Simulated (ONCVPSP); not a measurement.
Br (Z = 35), ONCV: configuration errors across variants

```
Element                 : Br (Z = 35)
Generator               : ONCVPSP 4.0.1
Type                    : optimised norm-conserving Vanderbilt (ONCV)
Functional              : revPBE
Relativity              : scalar-relativistic
Frozen core             : [Ar] 3d10
Valence charge          : 7
Reference configuration : 4s2 4p4 (charge +1)
Partial waves           : 4s: rc 1.30 bohr, ncon 5, nbas 9, qcut 5 1/bohr, 3 projectors, debl 0.4 Ha; 4p: rc 1.30 bohr, ncon 4, nbas 9, qcut 5.1 1/bohr, 1 projector; d scattering state at 0.13 Ha: rc 1.25 bohr, ncon 4, nbas 8, qcut 8.9 1/bohr, 2 projectors, debl 3.4 Ha
Local potential         : polynomial inside 0.95 bohr (lpopt 5, dvloc0 -1 Ha)
Core correction         : Teter function, fcfact 4, rcfact 1.2
```

In the s channel the program set the typed energies aside and used -1.115, 0.250, 0.650 Ha.

All-electron excitation energies from the reference (eV): (1) 4s2 4p5 -12.516; (2) 4s2 4p3 22.722; (3) 4s2 4p2 56.655; (4) 4s1 4p5 12.986.

1 further variants failed, have other tests or too few solved ones, and are left out.

A true bound ghost makes a file unfit for plane-wave use even where its test errors are small: the radial tests pick states by their node count and pass the ghost by.

Errors AE − PS in meV (a dash: test not solved or not reliable):

| change | (1) | (2) | (3) | (4) | bound ghosts | GHOST(+) flags above zero |
| --- | --- | --- | --- | --- | --- | --- |
| base | +5.0 | -1.4 | -9.6 | -1.8 | s, d | s, p |
| d: ncon 3, nbas 7 | +5.0 | -1.4 | -9.6 | -1.8 | s, d | s, p |
| core correction Teter function, fcfact 4, rcfact 1.06 | +3.7 | -3.5 | -19 | +0.2 | s, d | s, p |
| all radii but the core radius scaled by about 1.08 (s 1.40, p 1.40, d 1.34 bohr); local potential polynomial inside 1.02 bohr (lpopt 5, dvloc0 -1 Ha) | +4.4 | -2.7 | -14 | -1.6 | s, d | s |

(1) Give the same row for: s: rc 1.32.

Answers

(1) +5.0, -1.4, -9.6, -1.5; bound ghosts: s, d; GHOST(+) flags above zero: s, p.
